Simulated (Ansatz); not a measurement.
The cluster Li5H5⁺. The state is a doublet with charge 1. Geometry PBE0-D4/def2-TZVP; atoms count from 1.

Cartesian coordinates in Å:
```
Li -0.5489 0.1445 1.0972
Li -0.1015 1.3331 -5.0152
Li 1.7878 -0.6222 1.1015
Li 0.1437 1.1708 3.4106
Li 0.4518 0.3458 -1.8950
H 0.6805 -0.2280 -0.2454
H -1.3991 -1.6418 1.2445
H 0.2134 0.8148 -3.5083
H 0.7444 -0.1359 2.3804
H -1.9721 -1.1811 1.4297
```

In the doublet, H7 and H10 lie 0.76 Å apart (atoms count from 1), so H2 has formed as a molecule. Another isomer (doublet) lies 0.08 eV lower at PBE0-D4/def2-TZVP; other spin states weren't run for this one.

**Question.** Estimate the Mulliken populations from the PBE0/def2-TZVP orbitals of Ansatz.

**Answer.** 
| atom | charge (e) | spin (α − β) |
| --- | --- | --- |
| Li1 | 0.17 | 0.47 |
| Li2 | 0.81 | 0.00 |
| Li3 | 0.77 | 0.03 |
| Li4 | 0.44 | 0.46 |
| Li5 | 0.89 | 0.05 |
| H6 | -0.76 | -0.01 |
| H7 | 0.04 | 0.01 |
| H8 | -0.77 | 0.00 |
| H9 | -0.62 | -0.02 |
| H10 | 0.02 | 0.01 |
Mulliken values and Mayer orders depend strongly on the basis.

**Question.** Where does the spin sit?

**Answer.** Summed by element: Li 1.00, H 0.00, of 1 unpaired in all. Largest on single atoms: Li1 0.47, Li4 0.46, Li5 0.05.

**Question.** And the Mayer bond orders between bonded heavy atoms (over 0.3)?

**Answer.** Li1–Li4 0.44 (2.62 Å).
